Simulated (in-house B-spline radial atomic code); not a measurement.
Configurations of O2+, with energies counted from [He] 2s2 2p2. All numbers are computed (scalar-relativistic (X2C) HSE06, spin-polarised, spherical fractional occupations, exact exchange averaged over the configuration; Fermi nucleus of rms radius 2.6991 fm) with a radial B-spline atomic code at the basis-set limit, not measured. Shells without spins written out take the highest spin.

Occupations are held fixed; configurations that lie above the ionisation limit could autoionise.

```
   configuration  E - E(ref) (eV)  highest orbital  its <r> (bohr)
    [He] 2s1 2p3           7.1943            2p up          0.9859
[He] 2s1 2p2 3d1           48.533            3d up           3.085
```

Question: Order these further configurations by energy, lowest first.
A. [He] 2s2 2p1 3d1
B. [He] 2s1 2p2 3s1
C. [He] 2s2 2p1 3s1

Answer: C (33.51 eV), A (40.709 eV), B (41.353 eV).
